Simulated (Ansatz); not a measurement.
Frontier orbitals of GeH$_{5}$O$_{2}$P (`O[P](O)[GeH3]`).

Total charge 0; spin multiplicity 1. Correlated methods include outer-core shells of Ge, which these sets cover unevenly. Scalar relativity is left out up to krypton. Geometry: relaxed with PBE0-D4/def2-TZVP. It is one conformer, not always the lowest. Basis def2-TZVPP, Ansatz 0.2.0.

| functional | HOMO (eV) | LUMO (eV) | gap (eV) |
| --- | --- | --- | --- |
| PBE | -5.53 | -1.06 | 4.47 |
| BLYP | -5.42 | -0.99 | 4.43 |
| PBE0 | -6.65 | -0.20 | 6.45 |
| BHLYP | -7.67 | 0.64 | 8.31 |
| CAM-B3LYP | -7.93 | 0.77 | 8.70 |
| LC-ωPBE | -9.20 | 1.98 | 11.18 |
| ωB97M-V | -8.72 | 1.57 | 10.29 |

Against PBE, PBE0 changes HOMO and LUMO by −1.11 and +0.86 eV, ωB97M-V by −3.19 and +2.63 eV. A gap of 4.47 eV thus becomes 10.29 eV for the same molecule, so an orbital gap means little without its functional. A positive LUMO is unbound and depends on the basis.

LC-ωPBE has ω = 0.4 bohr⁻¹.
